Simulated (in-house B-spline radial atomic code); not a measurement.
# Response and correlation of the zirconium ion Zr³⁰⁺

Closed shell [He] 2s2 2p6. Computed with an all-electron radial atomic-structure program (B-spline basis): Dirac-Hartree-Fock, relativistic RPA (time-dependent Dirac-Hartree-Fock) for the response and second-order many-body perturbation theory for correlation, no-pair Dirac-Coulomb Hamiltonian, finite nucleus.

Command:
```bash
python run_mb.py task.json out
```
Settings (nuclear radius in fm, box in bohr, cutoff in hartree):
```
basis_form          2
Z                   40
core_configuration  [He] 2s2 2p6
rms_radius          4.2694
mass_number         90
speed_of_light      137.036
box_radius          2.885
lmax                7
intervals           57
virtual_cutoff      40000.0
```

Run time, properties included: 1 s on 1 thread of Intel(R) Xeon(R) 6975P-C, on a shared host.

```csv
"multipole (bohr³, bohr⁵, bohr⁷)",uncoupled,coupled RPA
dipole,0.00073543,0.00074027
quadrupole,2.7263e-05,?
octupole,1.5398e-06,1.5912e-06
```

(1) What is the coupled quadrupole polarisability?

(2) Which subshells carry the dipole polarisability?

(3) What does the dipole shielding factor come to?

Dipole polarisability at imaginary frequency:

```
u (Eh)  α(iu) (bohr³)
     0      0.0007403
  8.63       0.000734
  25.9      0.0006878
  51.8      0.0005696
  86.3      0.0004102
   173       0.000185
   345      6.183e-05
   863       1.17e-05
```

(4) What dispersion coefficients follow for two such ions (the dispersion part alone)?

Lowest J = 1 odd-parity excitations:

| energy (eV) | oscillator strength | leading channel | weight |
| --- | --- | --- | --- |
| 2127 | 0.133 | 2p3/2 → s1/2 | 0.998 |
| 2214.7 | 0.0845 | 2p1/2 → s1/2 | 0.996 |
| 2282.7 | 0.00333 | 2p3/2 → d3/2 | 0.845 |
| 2310 | 1.74 | 2p3/2 → d5/2 | 0.816 |
| 2389.5 | 1.68 | 2p1/2 → d3/2 | 0.968 |
| 2487.2 | 0.101 | 2s1/2 → p1/2 | 0.985 |
| 2511.6 | 0.309 | 2s1/2 → p3/2 | 0.989 |
| 2887.3 | 0.0239 | 2p3/2 → s1/2 | 0.999 |

Second-order correlation energy by the highest angular momentum of the excited pair (hartree): s -0.01937, p -0.1342, d -0.1819, f -0.04935, g -0.01911, h -0.007191, i -0.003287, k -0.001696.

(5) What is the second-order correlation energy at the partial-wave limit?

Results:

(1) 2.8183e-05 atomic units, +3 % against the uncoupled value.

(2) 2p3/2 59.1 %, 2p1/2 26.6 %, 2s1/2 14.2 %.

(3) The dipole shielding factor is 0.250, against the exact N/Z = 10/40 = 0.250 of the non-relativistic theorem.

(4) C6 = (3/π)∫α(iu)²du = 4.005e-05 hartree·bohr⁶ and C8 = 7.999e-06 hartree·bohr⁸.

(5) The listed waves sum to -0.41612 hartree; extrapolating the increments as (l + 1/2)⁻⁴ gives -0.41958 hartree, -1.14 eV per electron.
